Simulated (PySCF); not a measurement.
Gas-phase equilibrium of 1 mol NaCl, 19 mol H₂O at 1800 K and 0.100 bar, among 21 species (ClO, O₂, HCl, O, HO₂, H₂O, H, HOCl, Na, H₂O₂, O₃, Na₂, H₂, Na₂(OH)₂, NaCl, NaOH, Cl, Cl₂, Na₂O, Na₂Cl₂, OH). Only gases are allowed; each row takes one source of thermochemistry for all species, and Cantera finds the minimum.

Energies from PySCF, thermal terms from the rigid-rotor harmonic-oscillator model, ideal gas at 1 bar. The comparison is the NASA 1993 polynomial table, which mixes measured and estimated data. † marks an energy on the PBE0/def2-TZVP geometry and frequencies. Open shells (unrestricted) among the columns below: O₂ (multiplicity 3); the rest are closed-shell singlets. The harmonic model lacks anharmonicity and excited electronic states, which grow with temperature; levels with a mode under 35 cm⁻¹ are left out.

Molecules larger than those listed are left out. Table species left out: NaH, NaO.

Mole fractions:

| thermochemistry | x H₂O | x NaCl | x H₂ | x O₂ | x HCl |
|---|---|---|---|---|---|
| table | 0.94 | 0.046 | 0.0037 | 0.0018 | 0.0037 |
| BLYP/def2-TZVP† | 0.90 | 0.041 | 0.026 | 0.014 | 0.0076 |
| M06-2X/def2-TZVP† | 0.93 | 0.045 | 0.0076 | 0.0037 | 0.0040 |
| PBE0/def2-QZVP† | 0.93 | 0.044 | 0.0057 | 0.0034 | 0.0056 |
| LDA/def2-TZVP† | 0.94 | 0.043 | 0.0037 | 0.0025 | 0.0068 |
| ωB97M-V/def2-TZVP† | 0.93 | 0.045 | 0.0080 | 0.0040 | 0.0047 |
| ωB97X-V/def2-TZVP† | 0.92 | 0.044 | 0.013 | 0.0065 | 0.0049 |
The most sensitive of these is O₂: it spans a factor of 10^0.9 over these rows; at this temperature one factor of ten is RT ln 10 = 34 kJ/mol.
